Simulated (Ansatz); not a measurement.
Computed with Ansatz on PBE0-D4/def2-TZVP structures; ΔE is electronic, products minus reactants. CCSD(T)/CBS adds triple-zeta CCSD(T) − MP2 to the extrapolated MP2 energy (def2 sets, frozen cores). This one scheme is used for every species, atoms too. Functionals use def2-TZVPP. Open shells (•) are unrestricted, without spin–orbit coupling. Spin–orbit coupling would lower the free atoms: a little for Al, C, O. One conformer a species, not always the lowest.

`C=[C](O)[AlH2]` → Al• + 2 C• + 5 H• + O•  (atomization)

What is ΔE at CCSD(T)/CBS? (An estimate is asked.)

Computed: +33.33 eV.

What do these levels give: PBE0-D4, CCSD/def2-SVP, CCSD(T)/def2-SVP, HF/def2-TZVPP, SCS-MP2/def2-TZVPP, CCSD/def2-TZVPP? (An estimate is asked.)

The calculation gave: PBE0-D4 33.28, CCSD/def2-SVP 31.20, CCSD(T)/def2-SVP 31.58, HF/def2-TZVPP 23.95, SCS-MP2/def2-TZVPP 32.83, CCSD/def2-TZVPP 31.90 eV.

What do rigid-rotor, harmonic-oscillator terms from PBE0-D4/def2-TZVP frequencies (298.15 K, 1 bar) make of the CCSD(T)/CBS value? (Estimate.)

Ansatz gave: ΔZPE = -1.63 eV, ΔH = +32.10 eV, ΔS = 903 J/(mol·K), ΔG = +29.30 eV. Open shells count their whole term as degenerate.

Largest T1 diagnostic among the species: 0.018.

Leaving LDA and LC-ωPBE aside and taking each functional with its dispersion term where it has one, the values, not all of them listed here, spread over 1.79 eV, from BHLYP-D4 to PBE-D4. LDA lies +4.38 eV from PBE without D4, its usual overbinding. In def2-TZVPP, CCSD(T) changes the Hartree–Fock value by +8.50 eV (the triples alone add +0.54 eV) and MP2 by +9.05 eV; breaking electron pairs costs correlation energy, which Hartree–Fock lacks.

For atomizations the MP2-based limit and the directly extrapolated one differ by several kJ/mol either way, and by 10 to 25 for some Ge, Se and Sn compounds, so smaller differences from it don't rank the levels.
